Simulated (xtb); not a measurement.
Here is a job for xtb.
```
$ xtb mol.xyz --gfn 0 --chrg -1 --uhf 1 --etemp 1000 --json

# file mol.xyz
11

Cl     3.08799008    -0.39677225    -1.26569421
Si     1.47398113     0.29321702    -0.19461162
Cl     2.17933231     0.66766398     1.66884890
Cl     0.97661910     2.06905610    -1.02181231
C      0.10544345    -0.99510331    -0.21573527
Si    -1.63560367    -0.25343323     0.20330251
Cl    -2.05187644     0.25737694    -1.98728099
Cl    -1.20310332    -0.20377725     2.43948372
Cl    -2.91612256    -1.88424425     0.27626352
H      0.33616261    -1.78103735     0.50587682
H      0.05562643    -1.46347131    -1.19988467
```

Problem. Give the total energy (a free energy at this electronic temperature) at the level GFN0-xTB in xtb 6.7.1.

Solution. -34.1172 Eh

Problem. Predict the partial charges in atom order from GFN0-xTB.

Solution. Cl1 -0.34, Si2 0.62, Cl3 -0.32, Cl4 -0.33, C5 -0.59, Si6 0.58, Cl7 -0.33, Cl8 -0.32, Cl9 -0.34, H10 0.19, H11 0.19
